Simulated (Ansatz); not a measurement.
Geometry optimisation, Ansatz, RKS PBE0/def2-SVP.

input.yaml

```yaml
crystal:
  periodic: [false, false, false]
  atoms:
    - { symbol: Ga, position_ang: [-0.063236, -0.65619, -0.433233] }
    - { symbol: H, position_ang: [0.452769, 0.181728, 2.157485] }
    - { symbol: Cl, position_ang: [1.669953, 0.414039, -1.129049] }
    - { symbol: Cl, position_ang: [-1.909825, 0.361486, -0.872022] }
    - { symbol: Si, position_ang: [0.030548, -2.709745, 0.69519] }
    - { symbol: H, position_ang: [-0.334062, -3.838933, -0.21253] }
    - { symbol: H, position_ang: [1.410719, -2.919418, 1.224277] }
    - { symbol: H, position_ang: [-0.937256, -2.666802, 1.833295] }
    - { symbol: H, position_ang: [0.22429, -0.500465, 2.179087] }
basis:
  gaussian: { orbitals: def2-SVP }
hamiltonian:
  xc: pbe0
relax:
  f_tol: 0.03
  max_steps: 50
```

Command:

```bash
$ ansatz run input.yaml --threads 4 --pin off --max-ram 5120MiB --backend cpu --events-out ev --progress --plain --runs-dir out
```

**Question.** Where does it end, and by what steps?

**Answer.** The forces met the threshold. The force dipped under the threshold on the way, but the program's further checks kept it going. After 17 steps the energy has fallen by 0.133 eV; H9 moved furthest, 0.88 Å.

```tsv
step	energy less start (eV)	largest force component (eV/Å)	accepted
0	0.0000	1.687	yes
1	-0.0887	0.262	yes
2	-0.1018	0.442	yes
3	-0.1104	0.095	yes
4	-0.1116	0.164	yes
5	-0.1164	0.099	yes
6	-0.0848	1.178	no
7	-0.1217	0.128	yes
8	-0.1239	0.332	yes
9	-0.1273	0.193	yes
10	-0.1289	0.063	yes
11	-0.1311	0.030	yes
12	-0.1321	0.017	yes
13	-0.1313	0.276	no
14	-0.1325	0.064	yes
15	-0.1326	0.061	yes
16	-0.1327	0.039	yes
17	-0.1328	0.019	yes
```

```xyz
9
Properties=species:S:1:pos:R:3
Ga -0.045 -0.718 -0.284
H 0.678 0.459 2.043
Cl 1.699 0.354 -0.962
Cl -1.888 0.346 -0.617
Si 0.030 -2.933 0.618
H -0.329 -3.901 -0.462
H 1.402 -3.230 1.123
H -0.959 -3.041 1.731
H -0.044 0.330 2.252
```

Whether the end is a true minimum wasn't checked by a vibrational analysis.

Run time: 34 s on 4 threads of Arm Neoverse V2 (shared host), peak memory 0.28 GiB.
